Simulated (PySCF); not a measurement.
**How the method moves the HOMO and LUMO of `CC(C)BP`**

Species: C3H10BP.
Geometry (PBE0-D3(BJ)/def2-SVP, Å), atoms numbered from 1 in this order:
```xyz
15
C3H10BP angstrom
C     -1.6074   -0.3810   -0.7008
C     -0.3457   -0.3652    0.1613
C     -0.4651    0.6632    1.2991
B      0.9433    0.0419   -0.6422
P      2.5596   -0.9119   -0.5463
H     -2.4971   -0.6400   -0.1022
H     -1.7872    0.6066   -1.1557
H     -1.5358   -1.1134   -1.5198
H     -0.2167   -1.3599    0.6246
H     -1.3496    0.4479    1.9217
H      0.4159    0.6576    1.9600
H     -0.5819    1.6860    0.9047
H      0.8924    0.9606   -1.4329
H      3.5442    0.1109   -0.5565
H      2.6295   -1.2905    0.8221
```

Basis pcSseg-1 throughout (PySCF), one geometry. Geometry: PBE0-D3(BJ)/def2-SVP, one conformer, isolated molecule.

Task: How do the orbital energies, the gap and the dipole change with the method?

Result: 
```tsv
method	kind	HOMO (eV)	LUMO (eV)	gap (eV)	μ (D)	SCF cycles
BLYP	GGA	-6.04	-2.04	4.00	0.99	14
B97-D	GGA	-6.15	-2.03	4.11	1.06	14
OPBE	GGA	-6.18	-2.08	4.10	1.17	14
PBE	GGA	-6.21	-2.23	3.99	1.08	13
KT3	GGA	-6.24	-2.15	4.09	1.02	14
KT2	GGA	-6.26	-2.26	4.00	1.05	14
BP86	GGA	-6.31	-2.30	4.01	1.09	13
LDA	LDA	-6.33	-2.45	3.88	1.12	14
B97-2	global hybrid	-7.05	-1.30	5.75	1.13	12
B3LYP	global hybrid	-7.07	-1.48	5.58	1.04	12
PBE0	global hybrid	-7.29	-1.32	5.98	1.13	12
mPW1PW91	global hybrid	-7.31	-1.31	6.00	1.13	12
BHandHLYP	global hybrid	-8.22	-0.26	7.97	1.09	12
CAM-B3LYP	range-separated hybrid	-8.55	-0.19	8.36	1.08	12
wB97X-D	range-separated hybrid	-9.13	0.51	9.64	1.18	12
HF	Hartree–Fock	-9.71	2.27	11.98	1.22	10
LC-wPBE	range-separated hybrid	-9.90	0.91	10.82	1.23	12
```

The HOMO spans 3.87 eV, from BLYP down to LC-wPBE, and the gap runs from 3.88 eV (LDA) to 11.98 eV (HF). Over the methods BLYP (0 %), B97-D (0 %), OPBE (0 %), PBE (0 %), KT3 (0 %), KT2 (0 %), BP86 (0 %), LDA (0 %), B97-2 (21 %), B3LYP (20 %), PBE0 (25 %), mPW1PW91 (25 %), BHandHLYP (50 %), HF (100 %), a straight line through the gap against the share of exact exchange rises by 0.79 eV for each 10 % (correlation coefficient 1.000). The dipole ranges from 0.99 D (BLYP) to 1.23 D (LC-wPBE). This basis has no diffuse functions.
